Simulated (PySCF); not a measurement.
# Nuclear quadrupole coupling in `C/N=C/C=C/C(C)=S`

Species: C6H9NS.
Z-matrix (Å and degrees, GFN2-xTB geometry), rows numbered from 1:
```
C 
N   1  1.4197
C   2  1.2656  1  120.70
C   3  1.4422  2  121.87  1  -179.76
C   4  1.3502  3  122.80  2    -0.82
C   5  1.4300  4  125.69  3   179.46
C   6  1.4932  5  120.56  4    -0.20
S   6  1.6438  5  119.24  4   179.91
H   1  1.0916  2  108.07  3  -122.83
H   1  1.0917  2  108.14  3   121.52
H   1  1.0997  2  113.94  3    -0.62
H   3  1.1016  2  122.06  1    -0.04
H   4  1.0811  3  116.05  2   179.08
H   5  1.0814  4  117.80  3    -0.35
H   7  1.0869  6  110.13  5  -178.03
H   7  1.0903  6  110.22  5    61.75
H   7  1.0899  6  110.48  5   -57.55
```

Field gradients from the PBE0/pcSseg-1 density (PySCF, non-relativistic), principal values in atomic units, ordered |Vxx| ≤ |Vyy| ≤ |Vzz|:

```
atom     Vxx     Vyy      Vzz
  N2  0.3412  0.8013  -1.1425
  S8  1.1811  1.8930  -3.0741
```

Task: Find the asymmetry η = (Vxx − Vyy)/Vzz and the couplings χ = eQV/h (234.96 MHz × Q in barn × V in au), with Q(14N) = 0.02044 b, Q(33S) = −0.0678 b.

Result: 
| atom | environment | nucleus | η | χzz (MHz) | χxx (MHz) | χyy (MHz) |
| --- | --- | --- | --- | --- | --- | --- |
| N2 | imine nitrogen | 14N | 0.40 | -5.49 | 1.64 | 3.85 |
| S8 | thiocarbonyl sulfur | 33S | 0.23 | 48.97 | -18.82 | -30.16 |

Task: What is Vzz at S8 in SI units (1 au = 9.71736 × 10²¹ V/m²)?

Result: -3.0741 au = -29.872 × 10²¹ V/m².

Were the hydrogens deuterons (Q(2H) = 0.00286 b), χzz would run from 189 kHz (H12) to 216 kHz (H13).

The structure is a single GFN2-xTB conformer in the gas phase; no vibrational or solvent corrections. GFN2-xTB bond lengths can be off by several hundredths of an ångström, more for odd bonds, and the gradients follow them. A larger basis could move these couplings by a tenth or more.

The run behind these numbers computed NMR shieldings as well. On Arm Neoverse N1, one thread, no GPU, shared host with 64 logical CPUs at a one-minute load of 59, this took 61 s (grids of density and orbitals included) and 0.77 GiB of memory at its peak.
